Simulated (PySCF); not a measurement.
## Bonding in `O=S(=O)([O-])C=C1C=CC=C1`

C6H5O3S (charge -1).
SMILES with atom numbers: `[O:1]=[S:2](=[O:3])([O-:4])[CH:5]=[C:6]1[CH:7]=[CH:8][CH:9]=[CH:10]1` (hydrogens: H11 on C5; H12 on C7; H13 on C8; H14 on C9; H15 on C10)

Geometry (GFN2-xTB, Å), atoms numbered from 1 in this order:
```
atom  x, y, z in Å
O1     3.543   -1.047   -0.577
S2     2.442   -0.617    0.278
O3     2.621    0.711    0.858
O4     1.986   -1.633    1.221
C5     1.048   -0.419   -0.878
C6    -0.145   -0.027   -0.434
C7    -0.450    0.271    0.959
C8    -1.744    0.633    1.035
C9    -2.328    0.585   -0.295
C10   -1.387    0.194   -1.174
H11    1.260   -0.637   -1.913
H12    0.291    0.189    1.728
H13   -2.294    0.919    1.916
H14   -3.357    0.829   -0.510
H15   -1.489    0.058   -2.236
```

Bond orders from the PBE0/pcSseg-1 density (PySCF). Geometry: GFN2-xTB; no solvent, vibrations or thermal averaging. The pcSseg-1 basis has no diffuse functions, a weakness for an anion.

Task: How far do the computed orders between heavy atoms stray from the drawn ones?

Result: The largest departure is 0.638, at S2–O4 (drawn single, 1.638). Drawn single, order above 1.12: S2–O4 (1.638) and C6–C7 (1.138). Drawn double or triple, more than 0.30 short of the drawn order: O1–S2 (1.644), S2–O3 (1.638), C5–C6 (1.582) and C7–C8 (1.695). The SMILES, with its formal charges, is one Lewis structure only.

Task: Give the Mayer order of every bond between heavy atoms, beside its length.

Result: 
```tsv
bond	drawn as	length (Å)	Mayer order
O1–S2	double	1.459	1.644
S2–O3	double	1.460	1.638
S2–O4	single	1.460	1.638
S2–C5	single	1.821	0.886
C5–C6	double	1.332	1.582
C6–C7	single	1.457	1.138
C7–C8	double	1.346	1.695
C8–C9	single	1.453	1.115
C9–C10	double	1.346	1.704
C10–C6	single	1.463	1.070
```

Bonds between the same two heavy elements. O–S: all 3 within 0.02 of one another (1.638 to 1.644). C–C: lowest C10–C6 (1.070, 1.463 Å), highest C9–C10 (1.704, 1.346 Å); in 3 of the 15 pairs the longer bond (by over 0.003 Å) has the higher order (by 0.02 or more).

Task: And the bonds to hydrogen?

Result: C–H: 0.96 to 1.00 (5 bonds).

Task: Sum the orders of all bonds at each heavy atom with more than one neighbour and set the sums beside the valence in the SMILES.

Result: S2 5.806 (drawn 6), C5 3.433 (drawn 4), C6 3.790 (drawn 4), C7 3.791 (drawn 4), C8 3.794 (drawn 4), C9 3.802 (drawn 4), C10 3.775 (drawn 4). Orders between atoms that aren't bonded are not in these sums.

The Mayer order sums products of elements of PS (density times overlap matrix) between the two atoms' basis functions, so it depends on the basis set.
